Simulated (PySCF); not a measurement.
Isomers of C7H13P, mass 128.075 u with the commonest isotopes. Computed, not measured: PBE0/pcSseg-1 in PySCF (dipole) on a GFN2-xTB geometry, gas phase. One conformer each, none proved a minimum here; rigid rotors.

Problem. Order these by rotational constant A, smallest first.
A. `[CH3:1][CH:2]([CH3:3])[P:4]1[CH2:5][CH:6]=[CH:7][CH2:8]1` with C1–C2–P4–C5 -74°, C2–P4–C5–C6 -82°, P4–C5–C6–C7 -13°, C6–C7–C8–P4 13°, C2–P4–C8–C7 82°
B. `[CH3:1][CH:2]([CH3:3])[P:4]1[CH:5]=[CH:6][CH2:7][CH2:8]1` with C1–C2–P4–C5 172°, C2–P4–C5–C6 -92°, C5–C6–C7–C8 -12°, C6–C7–C8–P4 17°, C2–P4–C8–C7 83°
C. `[CH3:1][CH2:2][C:3]1=[C:4]([CH3:5])[CH2:6][PH:7][CH2:8]1` with C1–C2–C3–C4 -88°, C3–C4–C6–P7 -17°, C4–C6–P7–C8 22°, C6–P7–C8–C3 -22°, C2–C3–C8–P7 -163°
D. `[CH3:1]/[CH:2]=[P:3]\[CH:4]1[CH2:5][CH2:6][CH2:7][CH2:8]1` with C2–P3–C4–C5 -169°, P3–C4–C5–C6 -91°, C4–C5–C6–C7 -43°, C5–C6–C7–C8 40°, C6–C7–C8–C4 -22°

Solution. C (2393 MHz), A (2755 MHz), B (2822 MHz), D (3290 MHz).

Problem. Order these by radius of gyration √(Σ m r²/M), smallest first.
A. `[CH3:1]/[CH:2]=[P:3]\[CH:4]1[CH2:5][CH2:6][CH2:7][CH2:8]1` with C2–P3–C4–C5 -169°, P3–C4–C5–C6 -91°, C4–C5–C6–C7 -43°, C5–C6–C7–C8 40°, C6–C7–C8–C4 -22°
B. `[CH3:1][CH2:2][C:3]1=[C:4]([CH3:5])[CH2:6][PH:7][CH2:8]1` with C1–C2–C3–C4 -88°, C3–C4–C6–P7 -17°, C4–C6–P7–C8 22°, C6–P7–C8–C3 -22°, C2–C3–C8–P7 -163°
C. `[CH3:1][CH:2]([CH3:3])[P:4]1[CH:5]=[CH:6][CH2:7][CH2:8]1` with C1–C2–P4–C5 172°, C2–P4–C5–C6 -92°, C5–C6–C7–C8 -12°, C6–C7–C8–P4 17°, C2–P4–C8–C7 83°

Solution. C (1.992 Å), B (2.091 Å), A (2.124 Å).

Problem. Order these by rotational constant C, largest first.
A. `[CH3:1][CH:2]([CH3:3])[P:4]1[CH2:5][CH:6]=[CH:7][CH2:8]1` with C1–C2–P4–C5 -74°, C2–P4–C5–C6 -82°, P4–C5–C6–C7 -13°, C6–C7–C8–P4 13°, C2–P4–C8–C7 82°
B. `[CH3:1][CH:2]([CH3:3])[P:4]1[CH:5]=[CH:6][CH2:7][CH2:8]1` with C1–C2–P4–C5 172°, C2–P4–C5–C6 -92°, C5–C6–C7–C8 -12°, C6–C7–C8–P4 17°, C2–P4–C8–C7 83°
C. `[CH3:1]/[CH:2]=[P:3]\[CH:4]1[CH2:5][CH2:6][CH2:7][CH2:8]1` with C2–P3–C4–C5 -169°, P3–C4–C5–C6 -91°, C4–C5–C6–C7 -43°, C5–C6–C7–C8 40°, C6–C7–C8–C4 -22°
D. `[CH3:1][CH2:2][C:3]1=[C:4]([CH3:5])[CH2:6][PH:7][CH2:8]1` with C1–C2–C3–C4 -88°, C3–C4–C6–P7 -17°, C4–C6–P7–C8 22°, C6–P7–C8–C3 -22°, C2–C3–C8–P7 -163°

Solution. A (1143 MHz), B (1116 MHz), D (959.6 MHz), C (937.3 MHz).

```csv
SMILES,point group,Ia (u·Å²),Ib (u·Å²),Ic (u·Å²),κ,μa (D),μb (D),μc (D)
C/C=P\C1CCCC1,C1,153.59,462.82,539.18,-0.87,0.08,1.56,0.73
CCC1=C(C)CPC1,C1,211.17,381.76,526.64,-0.49,1.57,0.64,0.00
CC(C)P1C=CCC1,C1,179.10,384.30,452.79,-0.77,0.55,0.19,1.56
CC(C)P1CC=CC1,Cs,183.46,377.37,442.09,-0.76,0.29,0.00,1.20
```
